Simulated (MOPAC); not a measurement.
MOPAC input (AM1):

```
AM1 PRECISE GNORM=0.05 LET XYZ CHARGE=-1 GEO-OK AUX(PRECISION=9) THREADS=1
C4H2BrSe

Br    2.28972300 1   -0.57978200 1   -0.19901800 1
C     0.36654200 1   -0.24149600 1   -0.02850500 1
C    -0.55900500 1   -1.32832200 1    0.08174900 1
C    -1.90393600 1   -1.04502300 1    0.19994000 1
Se   -1.97719100 1    0.88898400 1    0.16309200 1
C    -0.10280300 1    1.02817100 1   -0.01367400 1
H    -0.19072500 1   -2.35067600 1    0.07070100 1
H     0.47014700 1    1.93762200 1   -0.08726500 1
```

Output:

```
 *******************************************************************************
 **                                                                           **
 **                              MOPAC v23.2.5                                **
 **                                                                           **
 *******************************************************************************
 ** MOPAC's Digital Object Identifier: https://doi.org/10.5281/zenodo.6511958 **
 **                                                                           **
 ** Please cite the open-source release paper for use of this MOPAC version:  **
 ** J. E. Moussa and J. J. P. Stewart (2026)                                  **
 ** MOPAC: An open-source semiempirical molecular orbital program             **
 ** J. Open Source Softw., 11(119), 8025, https://doi.org/10.21105/joss.08025 **
 *******************************************************************************

                              AM1 CALCULATION RESULTS

 *******************************************************************************
 *  AM1        - The AM1 Hamiltonian to be used
 *  GEO-OK     - OVERRIDE INTERATOMIC DISTANCE AND OTHER SAFETY CHECKS
 *
 *
 *
 *                 CHARGE ON SYSTEM = -1
 *
 *
 *
 *  LET        - OVERRIDE SOME SAFETY CHECKS
 *  PRECISE    - TIGHTER CRITERIA TO BE USED
 *  XYZ        - CARTESIAN COORDINATE SYSTEM TO BE USED
 *  GNORM      - EXIT WHEN GRADIENT NORM DROPS BELOW 0.050
 *  AUX        - OUTPUT AUXILIARY INFORMATION
 *******************************************************************************
AM1 PRECISE GNORM=0.05 LET XYZ CHARGE=-1 GEO-OK AUX(PRECISION=9) THREADS=1
 C4H2BrSe

   ATOM   CHEMICAL          X               Y               Z
  NUMBER   SYMBOL      (ANGSTROMS)     (ANGSTROMS)     (ANGSTROMS)

     1      Br          2.28972300  *  -0.57978200  *  -0.19901800  *
     2       C          0.36654200  *  -0.24149600  *  -0.02850500  *
     3       C         -0.55900500  *  -1.32832200  *   0.08174900  *
     4       C         -1.90393600  *  -1.04502300  *   0.19994000  *
     5      Se         -1.97719100  *   0.88898400  *   0.16309200  *
     6       C         -0.10280300  *   1.02817100  *  -0.01367400  *
     7       H         -0.19072500  *  -2.35067600  *   0.07070100  *
     8       H          0.47014700  *   1.93762200  *  -0.08726500  *

          CARTESIAN COORDINATES

    NO.       ATOM           X           Y           Z

     1        Br          2.2897     -0.5798     -0.1990
     2         C          0.3665     -0.2415     -0.0285
     3         C         -0.5590     -1.3283      0.0817
     4         C         -1.9039     -1.0450      0.1999
     5        Se         -1.9772      0.8890      0.1631
     6         C         -0.1028      1.0282     -0.0137
     7         H         -0.1907     -2.3507      0.0707
     8         H          0.4701      1.9376     -0.0873

  H: (AM1): M.J.S. DEWAR ET AL, J. AM. CHEM. SOC. 107 3902-3909 (1985)
  C: (AM1): M.J.S. DEWAR ET AL, J. AM. CHEM. SOC. 107 3902-3909 (1985)
 Se: (AM1): J. J. P. STEWART, J. MOL. MOD., 10, 155-164 (2004)
 Br: (AM1): M.J.S. DEWAR AND E. G. ZOEBISCH, THEOCHEM, 180, 1 (1988).

           Empirical Formula: C4 H2 Br Se  =     8 atoms

      MOLECULAR POINT GROUP   :   Cs

      RHF CALCULATION, NO. OF DOUBLY OCCUPIED LEVELS = 16

          Geometry optimization using EF

          DIAGONAL MATRIX USED AS START HESSIAN

 CYCLE:     1  GRAD.:    72.416 HEAT:  69.68523
 CYCLE:     2  GRAD.:   456.924 HEAT:  92.71031
 CYCLE:     3  GRAD.:   205.539 HEAT:  80.77964
 CYCLE:     4  GRAD.:   235.178 HEAT:  75.80125
 CYCLE:     5  GRAD.:   292.034 HEAT:  83.73511
 CYCLE:     6  GRAD.:   294.259 HEAT:  89.97254
 CYCLE:     7  GRAD.:   126.510 HEAT:  71.37756
 CYCLE:     8  GRAD.:   521.969 HEAT:  114.5991
 CYCLE:     9  GRAD.:   106.560 HEAT:  70.75708
 CYCLE:    10  GRAD.:   215.162 HEAT:  87.17376
 CYCLE:    11  GRAD.:   112.000 HEAT:  72.21142
 CYCLE:    12  GRAD.:   185.624 HEAT:  80.71598
 CYCLE:    13  GRAD.:    26.769 HEAT:  66.94659
 CYCLE:    14  GRAD.:    47.777 HEAT:  67.67538
 CYCLE:    15  GRAD.:     2.813 HEAT:  66.45306
 CYCLE:    16  GRAD.:     1.531 HEAT:  66.44848
 CYCLE:    17  GRAD.:     0.546 HEAT:  66.44696
 CYCLE:    18  GRAD.:     0.289 HEAT:  66.44665
 CYCLE:    19  GRAD.:     0.153 HEAT:  66.44654
 CYCLE:    20  GRAD.:     0.093 HEAT:  66.44650
 CYCLE:    21  GRAD.:     0.056 HEAT:  66.44649
 CYCLE:    22  GRAD.:     0.017 HEAT:  66.44648

     GRADIENT =  0.01734 IS LESS THAN CUTOFF =  0.05000

 -------------------------------------------------------------------------------
 AM1 PRECISE GNORM=0.05 LET XYZ CHARGE=-1 GEO-OK AUX(PRECISION=9) THREADS=1
 C4H2BrSe

     GEOMETRY OPTIMISED USING EIGENVECTOR FOLLOWING (EF).
     SCF FIELD WAS ACHIEVED

                              AM1 CALCULATION
                                                       MOPAC v23.2.5 Linux

          FINAL HEAT OF FORMATION =         66.44648 KCAL/MOL =     278.01208 KJ/MOL

          COSMO AREA              =        142.02 SQUARE ANGSTROMS
          COSMO VOLUME            =        137.29 CUBIC ANGSTROMS

          GRADIENT NORM           =          0.01734          =       0.00613 PER ATOM
          IONIZATION POTENTIAL    =          3.679296 EV
          HOMO LUMO ENERGIES (EV) =         -3.679  4.192
          NO. OF FILLED LEVELS    =         16
          MOLECULAR WEIGHT        =        208.9238         POINT GROUP:  Cs

          MOLECULAR DIMENSIONS (Angstroms)

            Atom       Atom       Distance
           Se     5   Br     1     4.50337
            H     8    H     7     4.26817
            C     2    C     3     0.00000

          SCF CALCULATIONS        =         23

   ATOM   CHEMICAL          X               Y               Z
  NUMBER   SYMBOL      (ANGSTROMS)     (ANGSTROMS)     (ANGSTROMS)

     1      Br          2.25016374  *  -0.58075102  *  -0.19533183  *
     2       C          0.39613906  *  -0.24063411  *  -0.03126571  *
     3       C         -0.52856593  *  -1.34332453  *   0.07926825  *
     4       C         -1.85798638  *  -1.11324092  *   0.19722242  *
     5      Se         -1.97810754  *   0.92727932  *   0.16231290  *
     6       C         -0.09672658  *   1.00938551  *  -0.01381309  *
     7       H         -0.13407788  *  -2.36686534  *   0.06581879  *
     8       H          0.38699254  *   1.97264286  *  -0.08035248  *

                             CARTESIAN COORDINATES

   1   Br        2.250163738    -0.580751020    -0.195331830
   2    C        0.396139060    -0.240634113    -0.031265707
   3    C       -0.528565930    -1.343324525     0.079268250
   4    C       -1.857986381    -1.113240920     0.197222416
   5   Se       -1.978107540     0.927279316     0.162312900
   6    C       -0.096726584     1.009385513    -0.013813087
   7    H       -0.134077885    -2.366865340     0.065818788
   8    H        0.386992536     1.972642856    -0.080352476

           Empirical Formula: C4 H2 Br Se  =     8 atoms

      MOLECULAR POINT GROUP   :   Cs

                  EIGENVALUES
 -31.89350 -27.32852 -24.21581 -18.48742 -14.48322 -13.65388 -11.55083  -9.46423
  -9.14094  -7.60219  -7.15520  -6.95844  -6.22354  -4.42783  -3.77888  -3.67930
   4.19176   4.96179   5.59631   5.92358   6.95556   8.27955   9.24286   9.51139
   9.95132  10.78288

              NET ATOMIC CHARGES AND DIPOLE CONTRIBUTIONS

  ATOM NO.   TYPE          CHARGE      No. of ELECS.   s-Pop       p-Pop
    1         Br          -0.072004        7.0720     1.96416     5.10785
    2          C          -0.107465        4.1075     1.23220     2.87526
    3          C          -0.410083        4.4101     1.23403     3.17605
    4          C          -0.116749        4.1167     1.71852     2.39823
    5         Se          -0.257634        6.2576     1.95405     4.30358
    6          C          -0.290938        4.2909     1.27373     3.01721
    7          H           0.121820        0.8782     0.87818
    8          H           0.133052        0.8669     0.86695
 DIPOLE           X         Y         Z       TOTAL
 POINT-CHG.     3.824     1.054    -0.378     3.985
 HYBRID         2.199     0.475    -0.214     2.260
 SUM            6.024     1.529    -0.592     6.243

          ATOMIC ORBITAL ELECTRON POPULATIONS

     Atom    s        px        py        pz
    1 Br   1.96416   1.16555   1.96755   1.97475
    2  C   1.23220   0.83926   0.95992   1.07608
    3  C   1.23403   0.95571   0.94657   1.27378
    4  C   1.71852   1.11135   0.60705   0.67983
    5 Se   1.95405   0.99403   1.44470   1.86485
    6  C   1.27373   0.95192   0.95145   1.11384
    7  H   0.87818
    8  H   0.86695

 **********************
 *                    *
 * JOB ENDED NORMALLY *
 *                    *
 **********************

 == MOPAC DONE ==
```

The dipole moment of an ion depends on the origin.

The geometry given is a B3LYP-D3(BJ)/def2-TZVP minimum.
